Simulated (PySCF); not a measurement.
# Eu(NH2)2: from a saddle point downhill

PySCF 2.14.0, RKS BP86, Eu lcecp-0-SVP with ECP53, N def2-SVP, H def2-SVP; non-relativistic Hamiltonian with scalar-relativistic core potentials where named; density fitting; no spin-orbit coupling. Relaxed within the symmetry of its start, the geometry (D2d) is

```xyz
7

Eu    0.0000    0.0000    0.0000
N     0.0000    0.0000    2.3805
H     0.5676    0.5676    3.0352
H    -0.5676   -0.5676    3.0352
N     0.0000    0.0000   -2.3805
H     0.5676   -0.5676   -3.0352
H    -0.5676    0.5676   -3.0352
```

and its lowest harmonic modes are -82, -82, 241, 241, 260, 407 cm⁻¹ (negative: unstable). It was moved along the lowest mode and relaxed again.

Where does it end, and how much lower?

In C2v, 0.298 eV lower, after 42 steps:
```xyz
7

Eu   -1.1453   -0.1847   -0.0115
N     0.1305   -0.0639    1.9059
H     1.1517    0.0950    1.9112
H    -0.1150   -0.1423    2.9058
N     0.1342    0.1212   -1.9070
H     1.1534    0.2918   -1.8940
H    -0.1108    0.1488   -2.9103
```

How do the contacts change?


```tsv
contact	saddle (Å)	end (Å)
Eu1–N2 (NH2)	2.380	2.306
Eu1–N5 (NH2)	2.380	2.307
```


Is the end a minimum?

Yes; lowest modes 86, 160, 188, 269, 336, 411 cm⁻¹.

An lcecp potential fixes the number of 4f electrons, so in runs with it no electron can move into or out of that shell.

State: singlet in the valence, with the 4f electrons in the core potential.
